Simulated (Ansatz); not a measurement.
H7NO2Si2, SMILES `O[SiH2]N[SiH2]O`, relaxed with RKS PBE-D4/def2-SVP in the Gaussian-basis code of Ansatz from a rough embedded geometry. The force threshold is 0.03 eV/Å; the program also tests the step.

The species carries charge 0 and has multiplicity 1.

Start:

```xyz
12

O     1.498    1.789   -1.060
Si    0.669    1.285    0.325
N    -0.692    0.466   -0.287
Si   -0.403   -1.243   -0.298
O    -0.941   -1.742    1.162
H     0.873    1.929   -1.792
H     0.105    2.482    1.010
H     1.560    0.500    1.219
H    -1.442    0.616    0.319
H     0.957   -1.578   -0.532
H    -1.290   -1.826   -1.375
H    -0.894   -2.678    1.307
```

Problem. By how much does the energy fall, and how many steps does the optimiser take? (Best estimate.)

Solution. Computed: 64.53 kJ/mol, in 12 steps, 1 of them rejected.

Problem. Which bonds change most? (An estimate is asked.)

Solution. Ansatz gave: Si4–H10 from 1.420 to 1.503 Å; Si2–N3 from 1.702 to 1.753 Å; N3–H9 from 0.977 to 1.026 Å; Si4–O5 from 1.634 to 1.683 Å.

Problem. Give the relaxed structure. (An estimate is asked.)

Solution. Ansatz gave: 
```xyz
12

O     1.488    1.908   -1.194
Si    0.755    1.461    0.253
N    -0.559    0.316    0.073
Si   -0.440   -1.409   -0.132
O    -1.070   -2.151    1.240
H     0.894    2.324   -1.842
H     0.152    2.653    0.950
H     1.874    0.849    1.030
H    -1.507    0.694    0.181
H     1.024   -1.688   -0.331
H    -1.219   -1.898   -1.331
H    -1.393   -3.059    1.102
```
